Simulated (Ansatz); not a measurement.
Two structures of BN2H8Cl, singlet, reached by relaxing down either side of one saddle point (PBE0-D4/def2-TZVP). Energies are electronic, without zero-point energy. Ansatz 0.2.0; basis: def2-TZVPP and def2-QZVPP; cores frozen in the correlated methods. Extrapolation: Hartree–Fock as exp(−7.88 √X), correlation as X^−2.97. First:

| atom | x (Å) | y (Å) | z (Å) |
| --- | --- | --- | --- |
| B1 | -1.4194 | -0.4718 | -0.4377 |
| Cl2 | -0.4989 | -0.3993 | -2.0721 |
| H3 | -2.2859 | -1.3073 | -0.4786 |
| H4 | -1.7880 | 0.6282 | -0.1073 |
| H5 | 0.4527 | -0.2325 | 0.6523 |
| N6 | -0.3171 | -0.9376 | 0.6303 |
| H7 | 1.1733 | 1.1283 | -0.8224 |
| N8 | 1.5248 | 1.1937 | 0.1310 |
| H9 | 0.0739 | -1.8390 | 0.3735 |
| H10 | -0.7263 | -1.0192 | 1.5560 |
| H11 | 1.2756 | 2.1099 | 0.4834 |
| H12 | 2.5353 | 1.1465 | 0.0914 |

Second:

```
atom    x (Å)    y (Å)    z (Å)
  B1  -1.5505  -0.9928   0.0145
 Cl2   0.1488   1.6161  -2.6827
  H3  -1.3443  -1.7037  -0.9228
  H4  -2.3560  -0.1114  -0.0116
  H5   0.8718   0.3259   0.4022
  N6  -0.8120  -1.1908   1.1804
  H7   0.7715   1.3426  -1.5003
  N8   1.4717   0.9859  -0.0842
  H9  -0.1766  -1.9626   1.2997
 H10  -0.9895  -0.6838   2.0319
 H11   1.5835   1.8113   0.4910
 H12   2.3816   0.5632  -0.2182
```

(1) Which bonds change from the first to the second?

(2) Give the saddle point's structure and its height above each. (To be estimated.)

The T1 diagnostic stays at or below 0.011.

Answers

(1) BH₂Cl ([BH2][Cl]) + NH₃ + NH₃ → BNH₄ ([BH2][NH2]) + HCl + NH₃; bonds formed: Cl2–H7, H5–N8; dative contacts that become bonds: B1–N6; bonds broken: B1–Cl2, H5–N6, H7–N8.

(2) By the calculation: 1.066 eV above the first and 0.196 eV above the second (CCSD(T) at an estimated basis limit (MP2 extrapolated from triple and quadruple zeta, plus CCSD(T) − MP2 in triple zeta)).
B1  (-1.474, -0.794, -0.249)
Cl2  (-0.422, 0.877, -2.027)
H3  (-1.408, -1.655, -1.072)
H4  (-2.411, -0.060, -0.163)
H5  (0.947, 0.287, 0.553)
N6  (-0.586, -0.880, 0.882)
H7  (0.787, 1.043, -0.957)
N8  (1.506, 0.961, -0.002)
H9  (-0.077, -1.738, 1.029)
H10  (-0.879, -0.468, 1.755)
H11  (1.604, 1.845, 0.484)
H12  (2.415, 0.582, -0.234)
(Å)

The step is the kind of exchange with an N–H group that builds nitride films in atomic layer and chemical vapour deposition.

Labels in which every atom is bracketed show which atoms are joined, not bond orders.

For scale, one of the runs: CCSD(T)/def2-TZVPP, 247 basis functions, launched by `ansatz run in.yaml --threads 4 --pin off --events-out ev --progress --plain --max-ram 9574MiB`. The run took 2.1 min on 4 CPU threads of an Arm Neoverse V1 (shared host), with 5.1 GiB of host memory at its peak.
